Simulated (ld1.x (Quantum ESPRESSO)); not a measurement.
Sr (Z = 38): excitation energies, all-electron against TM

Sr, norm-conserving Troullier–Martins (Kleinman–Bylander form), made with ld1.x (Quantum ESPRESSO) 7.5 (LDA (PZ), scalar-relativistic). Core [Kr], reference 4d1 5s1 5p0. Waves: 5s (bound): rc 2.60 bohr; 5p (bound, empty): rc 3.40 bohr; 4d (bound): rc 2.35 bohr. Local part: all-electron potential smoothed inside 1.95 bohr (lloc = -1). Core correction: none.

Energies are relative to the spin-unpolarised reference configuration 4d1 5s1 5p0; without spin polarisation the order of configurations can differ from experiment. Spin-polarised rows fill each open shell by Hund’s rule, majority spin first. The frozen-core shift is the all-electron ΔE with the core orbitals held at their reference shape minus the fully relaxed ΔE.

```json
{"valence configuration": "4d0 5s2 5p0", "charge": "0", "ΔE all-electron (eV)": "-2.340", "error AE − PS (meV)": "+110", "frozen-core shift (meV)": "+15"}
{"valence configuration": "4d0 5s1.5 5p0", "charge": "+0.5", "ΔE all-electron (eV)": "0.073", "error AE − PS (meV)": "+118", "frozen-core shift (meV)": "+28"}
{"valence configuration": "4d0 5s1 5p1", "charge": "0", "ΔE all-electron (eV)": "0.051", "error AE − PS (meV)": "+128", "frozen-core shift (meV)": "+36"}
{"valence configuration": "4d0 5s0 5p1", "charge": "+1", "ΔE all-electron (eV)": "6.765", "error AE − PS (meV)": "+265", "frozen-core shift (meV)": "+103"}
{"valence configuration": "4d0 5s0 5p2", "charge": "0", "ΔE all-electron (eV)": "2.588", "error AE − PS (meV)": "+204", "frozen-core shift (meV)": "+71"}
{"valence configuration": "4d1 5s0 5p0", "charge": "+1", "ΔE all-electron (eV)": "5.521", "error AE − PS (meV)": "+47", "frozen-core shift (meV)": "+3.8"}
{"valence configuration": "4d1 5s1 5p0 (spin-polarised)", "charge": "0", "ΔE all-electron (eV)": "-0.399", "error AE − PS (meV)": "+253", "frozen-core shift (meV)": "+4.0"}
{"valence configuration": "4d0 5s1 5p0 (spin-polarised)", "charge": "+1", "ΔE all-electron (eV)": "3.547", "error AE − PS (meV)": "+233", "frozen-core shift (meV)": "+60"}
```

(1) What are ΔE and the potential's error for 4d0 5s1 5p0?

Note: ghost states, extra bound levels that the all-electron valence spectrum of the same l lacks: s at -33.7 eV, p at -7.2 eV. A true bound ghost makes a file unfit for plane-wave use.

## Answers

(1) ΔE = 3.724 eV all-electron; the error (AE − PS) is +153 meV.
